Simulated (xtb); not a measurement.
C₆H₆N, doublet, from a rough starting geometry; GFN2-xTB (xtb).

The xtb input:
```
$ xtb mol.xyz --gfn 2 --uhf 1 --opt vtight --json

# file mol.xyz
13

N      2.21200535     0.13283245     0.05538189
C      0.78335924    -0.00818104    -0.04257355
C      0.32407470    -1.15877682    -0.64218276
C     -1.11052579    -1.33921674    -0.61650012
C     -1.94969837    -0.50805213    -0.12612283
C     -1.41555106     0.67127583     0.56565700
C     -0.12313358     0.88198488     0.53524609
H      2.50513265     1.11601700     0.20258812
H      2.75006943    -0.33709161    -0.59202872
H      0.97273129    -1.87984339    -1.08138359
H     -3.07427223    -0.70428862    -0.15610157
H     -2.11270440     1.33584896     0.94099915
H      0.25765180     1.79407572     1.07123727
```

The log (banner, timings and long lists left out):

```
   ID    Z sym.   atoms
    1    7 N      1
    2    6 C      2-7
    3    1 H      8-13

           -------------------------------------------------
          |                Calculation Setup                |
           -------------------------------------------------

           -------------------------------------------------
          |                 G F N 2 - x T B                 |
           -------------------------------------------------

          ...................................................
          :                      SETUP                      :
          :.................................................:
          :  # basis functions                  34          :
          :  # atomic orbitals                  34          :
          :  # shells                           20          :
          :  # electrons                        35          :
          :  max. iterations                   250          :
          :  Hamiltonian                  GFN2-xTB          :
          :  restarted?                      false          :
          :  GBSA solvation                  false          :
          :  PC potential                    false          :
          :  electronic temp.          300.0000000     K    :
          :  accuracy                    1.0000000          :
          :  -> integral cutoff          0.2500000E+02      :
          :  -> integral neglect         0.1000000E-07      :
          :  -> SCF convergence          0.1000000E-05 Eh   :
          :  -> wf. convergence          0.1000000E-03 e    :
          :  Broyden damping             0.4000000          :
          :  net charge                          0          :
          :  unpaired electrons                  1          :
          ...................................................

 iter      E             dE          RMSdq      gap      omega  full diag
   1    -19.0146651 -0.190147E+02  0.427E+00    2.55       0.0  T
   2    -19.0375551 -0.228900E-01  0.272E+00    2.38       1.0  T
   3    -19.0325447  0.501037E-02  0.140E+00    2.57       1.0  T
   4    -19.0428877 -0.103430E-01  0.449E-01    2.38       1.0  T
   5    -19.0447599 -0.187216E-02  0.102E-01    2.47       1.0  T
   6    -19.0448029 -0.430108E-04  0.522E-02    2.43       1.0  T
   7    -19.0448195 -0.166211E-04  0.233E-02    2.45       1.2  T
   8    -19.0448197 -0.152912E-06  0.616E-03    2.45       4.5  T
   9    -19.0448201 -0.391884E-06  0.166E-03    2.45      16.7  T
  10    -19.0448201 -0.176987E-08  0.866E-04    2.45      32.0  T
  11    -19.0448201 -0.392445E-08  0.350E-04    2.45      79.3  T

   *** convergence criteria satisfied after 11 iterations ***

         :::::::::::::::::::::::::::::::::::::::::::::::::::::
         ::                     SUMMARY                     ::
         :::::::::::::::::::::::::::::::::::::::::::::::::::::
         :: total energy             -18.682454316577 Eh    ::
         :: gradient norm              0.218481477881 Eh/a0 ::
         :: HOMO-LUMO gap              2.447993507887 eV    ::
         ::.................................................::
         :: SCC energy               -19.044811488767 Eh    ::
         :: -> isotropic ES            0.010088473647 Eh    ::
         :: -> anisotropic ES          0.004197639803 Eh    ::
         :: -> anisotropic XC          0.012866199776 Eh    ::
         :: -> dispersion             -0.009333107888 Eh    ::
         :: repulsion energy           0.362357172190 Eh    ::
         :: add. restraining           0.000000000000 Eh    ::
         :: total charge              -0.000000000000 e     ::
         :::::::::::::::::::::::::::::::::::::::::::::::::::::

      -----------------------------------------------------------
     |                   =====================                   |
     |                        A N C O P T                        |
     |                   =====================                   |
[...]
 * total energy  :   -18.6824543 Eh     change       -0.1132658E-08 Eh
 * total energy  :   -18.7029906 Eh     change       -0.2053632E-01 Eh
 * total energy  :   -18.7076081 Eh     change       -0.4617458E-02 Eh
 * total energy  :   -18.7079579 Eh     change       -0.3498024E-03 Eh
 * total energy  :   -18.7080866 Eh     change       -0.1286615E-03 Eh
 * total energy  :   -18.7081052 Eh     change       -0.1862966E-04 Eh
 * total energy  :   -18.7081096 Eh     change       -0.4435296E-05 Eh
 * total energy  :   -18.7081110 Eh     change       -0.1354046E-05 Eh
 * total energy  :   -18.7081112 Eh     change       -0.2544925E-06 Eh
 * total energy  :   -18.7081113 Eh     change       -0.8126873E-07 Eh
   *** GEOMETRY OPTIMIZATION CONVERGED AFTER 10 ITERATIONS ***
         :: total energy             -18.708111312559 Eh    ::
[...]
        24                          0.1537991               4.1851
        25                          0.1910504               5.1987
        26                          0.1973103               5.3691
        27                          0.2068277               5.6281
        28                          0.2305766               6.2743
        29                          0.4042142              10.9992
       ...                                ...                  ...
        34                          0.6663607              18.1326
      -------------------------------------------------------------
                  HL-Gap            0.1004781 Eh            2.7341 eV
             Fermi-level           -0.2978971 Eh           -8.1062 eV

     #   Z          covCN         q      C6AA      α(0)
     1   7 N        2.639    -0.278    27.188     7.744
     2   6 C        2.908     0.082    26.168     8.388
     3   6 C        2.919    -0.052    29.284     8.874
     4   6 C        2.019    -0.068    32.850     9.257
     5   6 C        2.913    -0.036    28.890     8.814
     6   6 C        2.933    -0.028    28.699     8.786
     7   6 C        2.921    -0.067    29.665     8.932
     8   1 H        0.860     0.158     1.347     1.818
     9   1 H        0.860     0.160     1.336     1.811
    10   1 H        0.926     0.033     2.539     2.492
    11   1 H        0.926     0.035     2.511     2.478
    12   1 H        0.926     0.033     2.547     2.496
    13   1 H        0.925     0.026     2.640     2.541

 Mol. C6AA /au·bohr⁶  :       2146.909243
 Mol. C8AA /au·bohr⁸  :      52484.533482
 Mol. α(0) /au        :         74.428387

Wiberg/Mayer (AO) data.
largest (>0.10) Wiberg bond orders for each atom

 ---------------------------------------------------------------------------
     #   Z sym  total        # sym  WBO       # sym  WBO       # sym  WBO
 ---------------------------------------------------------------------------
     1   7 N    3.242 --     2 C    1.148     9 H    0.955     8 H    0.954
     2   6 C    3.967 --     7 C    1.355     3 C    1.298     1 N    1.148
     3   6 C    3.982 --     4 C    1.518     2 C    1.298    10 H    0.956
                             6 C    0.110
     4   6 C    3.278 --     3 C    1.518     5 C    1.480     7 C    0.100
     5   6 C    3.986 --     4 C    1.480     6 C    1.375    11 H    0.961
     6   6 C    3.987 --     7 C    1.465     5 C    1.375    12 H    0.962
                             3 C    0.110
     7   6 C    3.985 --     6 C    1.465     2 C    1.355    13 H    0.963
                             4 C    0.100
     8   1 H    0.975 --     1 N    0.954
     9   1 H    0.974 --     1 N    0.955
    10   1 H    0.999 --     3 C    0.956
    11   1 H    0.999 --     5 C    0.961
    12   1 H    0.998 --     6 C    0.962
    13   1 H    0.999 --     7 C    0.963
 ---------------------------------------------------------------------------

Topologies differ in total number of bonds
Writing topology from bond orders to xtbtopo.mol

molecular dipole:
                 x           y           z       tot (Debye)
 q only:        0.620       0.320      -0.060
   full:        0.766       0.578      -0.164       2.475
molecular quadrupole (traceless):
                xx          xy          yy          xz          yz          zz
 q only:        3.534       0.172      -1.402      -1.665       0.487      -2.132
  q+dip:        5.938      -0.137      -1.344      -4.090       2.467      -4.594
   full:        4.647       0.094      -1.445      -3.740       1.158      -3.202

optimized geometry written to: xtbopt.xyz

           -------------------------------------------------
          | TOTAL ENERGY              -18.708111312559 Eh   |
          | GRADIENT NORM               0.000090587881 Eh/α |
          | HOMO-LUMO GAP               2.734148631193 eV   |
           -------------------------------------------------

normal termination of xtb
```
